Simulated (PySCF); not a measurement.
# Reading the logs of faulty runs: AlB2H3N

Calculated results; nothing here was measured. They come from PySCF 2.14.0, an open-source quantum chemistry program, on an isolated molecule that a program drew, which may never have been made. The molecule is AlB2H3N (charge 0, doublet), drawn as the SMILES string `[BH][AlH][N]=B`.

Each row is a Hartree-Fock (HF) and frozen-core CCSD(T) single point in the cc-pV(D+d)Z basis, meant for a local HF minimum. Run 1 is clean. Each other run has one planted mistake out of seven kinds, and not every kind appears here: one electron removed, one electron added, multiplicity raised by two, geometry at a saddle point, minimal basis STO-3G, one bond length entered in bohr, all coordinates scaled. The reference is restricted for singlets and unrestricted otherwise, and also for a bond in bohr. Adding or removing an electron swaps singlet and doublet. Electrons count all cores. HOMO and LUMO are orbital energies over both spins, the gradient is its largest component, and the lowest frequency (negative if imaginary) is given only where the gradient is small. Bond lengths are over the 6 bonds as drawn. T1 is the CCSD diagnostic: over 0.02 (restricted) or 0.045 (unrestricted) a single reference is doubtful.

Geometry of the clean run:
```xyz
7
AlB2H3N, angstrom
B    -2.3730   -1.5907   -0.6855
Al   -0.4491   -1.6690    0.0481
N     0.1328   -0.3725    1.1140
B     0.5576    0.5288    1.8629
H    -3.4790   -1.5508   -1.1228
H     0.4932   -2.8749   -0.3361
H     0.9559    1.3776    2.5676
```

| run | electrons | basis functions | <S^2> | HOMO (eV) | LUMO (eV) | gradient (hartree/bohr) | lowest frequency (cm^-1) | mean bond (Å) | longest bond (Å) | T1 | HF (hartree) | CCSD(T) (hartree) | mistake |
|---|---|---|---|---|---|---|---|---|---|---|---|---|---|
| 1 | 33 | 80 | 0.759 | -8.03 | 1.19 | 3.2e-05 | 112 | 1.5040 | 2.060 | 0.0172 | -347.45976 | -347.86527 | no fault |
| 2 | 34 | 80 | 0.000 | -0.21 | 6.91 | 4.8e-02 | - | 1.5040 | 2.060 | 0.0224 | -347.42982 | -347.88249 | one electron added |
| 3 | 33 | 80 | 0.758 | -8.07 | 1.20 | 3.1e-02 | - | 1.4664 | 2.009 | 0.0162 | -347.45481 | -347.85620 | ? |
| 4 | 33 | 27 | 0.766 | -5.77 | 7.24 | 4.7e-02 | - | 1.5040 | 2.060 | 0.0204 | -343.18351 | -343.39397 | ? |

**Which mistake was planted in run 3, and what did it cost?**

The mean and the longest bond both change by the same factor, 0.975, and the gradient is no longer small. So the mistake is: all coordinates scaled. Subtracting run 1 and multiplying by 627.51 kcal/mol a hartree, the energy moved by 3.1 kcal/mol in HF and 5.7 kcal/mol in CCSD(T).

**Which mistake was planted in run 4, and what did it cost?**

It has 27 basis functions where the clean run has 80, with the same electrons and geometry. So the mistake is: minimal basis STO-3G. Subtracting run 1 and multiplying by 627.51 kcal/mol a hartree, the energy moved by 2683.4 kcal/mol in HF and 2805.8 kcal/mol in CCSD(T).

Cautions from the logs. Run 2: T1 is over the limit, so its CCSD(T) energy is less reliable.
